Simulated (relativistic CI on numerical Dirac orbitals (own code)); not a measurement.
## Ni3+: resonant inelastic scattering at the M2,3 edge

Computed with this model: Dirac-Coulomb-Breit CI, orbitals from a KLI potential per configuration, model QED (radiative potential, 1s self-energy scaled to tabulated hydrogen-like ionisation energies), valence Slater integrals scaled by 0.8, Kramers-Heisenberg scattering through one core-hole configuration in a parametric crystal field; configurations [Ar] 3d7 → [Ne] 3s2 3p5 3d8; 300 K; core-hole width 1.2 eV; summed over polarisations. Incident energies are the highest absorption maxima for each field (at most a few, so the weaker spin-orbit partner edge can be absent), on the computed scale of the free ion. Intensities are in per cent of the strongest line above 0.02 eV; levels within 1 cm⁻¹ are merged; final levels count from the ground level, the first row holds all elastic scattering, lines under 0.4 are left out and each table stops after 24 rows. The scale of the Slater integrals is a model choice and moves the terms in proportion.

Field parameters in Wybourne normalisation: D3d B²₀ = −7Dσ, B⁴₀ = −14Dq − 21Dτ, B⁴₃ = −14√(10/7) Dq; Oh B⁴₀ = 21Dq, B⁴₄ = √(5/14) B⁴₀. The field is a parameter set, without covalency.

S is read from ⟨S²⟩ = S(S + 1).

Oh, 10Dq = 28450 cm⁻¹:

```csv
Final level (eV),Degeneracy,Irrep,S,73.7 eV,79 eV,79.8 eV
0.000,4,Γ8,0.52,63.9,161.1,145.2
0.841,2,Γ6,1.50,5.3,0.1,0.1
0.900,4,Γ8,1.50,10.4,2.5,1.3
1.002,2,Γ7,1.50,4.7,1.3,0.4
1.009,4,Γ8,1.49,19.1,7.3,7.1
3.155,4,Γ8,0.51,12.9,100.0,56.2
3.223,2,Γ6,0.51,4.0,13.1,27.8
3.277,4,Γ8,0.52,35.5,16.0,42.4
3.313,2,Γ7,0.51,8.4,40.8,30.5
4.082,4,Γ8,0.55,8.7,13.7,13.8
4.143,2,Γ6,0.88,4.8,0.6,0.6
4.173,4,Γ8,1.48,6.6,5.2,2.1
4.187,2,Γ6,1.26,6.1,1.1,1.8
4.223,4,Γ8,1.48,10.7,1.6,1.8
4.238,2,Γ7,1.49,2.2,1.7,1.2
5.833,2,Γ7,0.71,4.7,17.3,8.1
5.887,4,Γ8,0.70,7.1,17.6,19.6
6.018,4,Γ8,1.41,2.2,2.4,3.7
6.031,2,Γ7,1.38,1.4,0.6,0.7
6.067,4,Γ8,1.47,1.8,4.2,3.6
6.087,2,Γ6,1.48,0.5,0.5,1.4
6.331,2,Γ6,0.53,9.9,4.1,2.7
6.845,4,Γ8,0.51,7.4,3.6,6.9
6.877,2,Γ6,0.50,1.7,5.4,5.8
```

D3d, 10Dq = 24800, Dσ = -430, Dτ = -490 cm⁻¹:

```csv
Final level (eV),Degeneracy,Irrep,S,68.8 eV,72.3 eV,76.4 eV
0.000,2,Γ5+Γ6,1.39,51.3,409.1,42.0
0.018,2,Γ4,1.46,1.4,8.0,0.5
0.182,2,Γ4,0.65,2.2,14.9,1.7
0.207,2,Γ5+Γ6,0.74,1.4,19.7,2.8
0.589,2,Γ4,1.50,6.1,100.0,10.0
0.639,2,Γ4,1.49,2.0,56.6,9.4
0.679,2,Γ5+Γ6,1.47,2.6,44.0,9.7
0.713,2,Γ4,1.48,2.0,50.4,15.4
2.400,2,Γ4,0.52,0.4,3.7,1.5
2.547,2,Γ5+Γ6,0.60,1.4,15.1,3.1
2.565,2,Γ4,0.55,0.8,6.6,1.1
2.805,2,Γ5+Γ6,1.20,5.2,71.2,15.9
2.831,2,Γ4,1.24,3.1,36.7,10.1
2.840,2,Γ4,0.90,2.4,19.5,4.1
2.947,2,Γ5+Γ6,0.94,1.8,15.0,6.6
2.952,2,Γ4,0.79,0.7,6.1,2.3
3.079,2,Γ4,1.44,3.2,38.5,13.6
3.102,2,Γ5+Γ6,1.45,1.6,19.3,10.5
3.120,2,Γ4,1.46,1.1,18.6,12.6
3.154,2,Γ4,1.39,1.1,29.4,13.7
3.597,2,Γ5+Γ6,0.52,0.4,5.8,0.8
3.634,2,Γ4,0.52,0.7,4.2,0.7
3.690,2,Γ4,0.51,1.2,3.5,1.1
4.692,2,Γ4,1.31,1.1,5.4,11.3
```

Oh, 10Dq = 28100 cm⁻¹:

```csv
Final level (eV),Degeneracy,Irrep,S,73.6 eV,78.9 eV,79.7 eV
0.000,4,Γ8,0.52,63.2,159.4,143.1
0.798,2,Γ6,1.50,5.4,0.1,0.1
0.858,4,Γ8,1.50,10.1,2.5,1.4
0.960,2,Γ7,1.50,4.6,1.4,0.5
0.968,4,Γ8,1.49,18.8,7.8,7.5
3.113,4,Γ8,0.51,12.9,100.0,55.9
3.181,2,Γ6,0.51,3.6,12.3,27.0
3.234,4,Γ8,0.52,35.3,15.0,41.0
3.271,2,Γ7,0.51,8.4,40.8,30.7
4.036,4,Γ8,0.63,7.3,11.8,12.9
4.077,2,Γ6,1.30,2.5,1.0,0.4
4.091,4,Γ8,1.45,7.5,6.6,2.8
4.124,2,Γ6,0.83,8.2,0.7,1.8
4.140,4,Γ8,1.47,10.8,2.1,2.1
4.154,2,Γ7,1.49,2.2,1.7,1.3
5.771,2,Γ7,0.76,4.5,17.0,7.9
5.823,4,Γ8,0.76,6.9,16.4,18.5
5.937,4,Γ8,1.38,2.4,3.1,4.2
5.952,2,Γ7,1.35,1.6,0.9,0.7
5.985,4,Γ8,1.46,1.7,4.1,3.8
6.004,2,Γ6,1.48,0.5,0.5,1.4
6.247,2,Γ6,0.53,10.0,4.1,2.6
6.761,4,Γ8,0.51,7.1,3.6,6.4
6.792,2,Γ6,0.50,1.6,5.1,5.7
```

For the first field the strongest loss at the lowest incident energy is the level at 3.28 eV (S = 0.52, against 0.52 in the thermal ground state). Levels of other spin, the first over 8 % at 0.90 eV, appear because spin-orbit coupling of the core hole, and in heavier ions of the valence shell too, mixes spins.
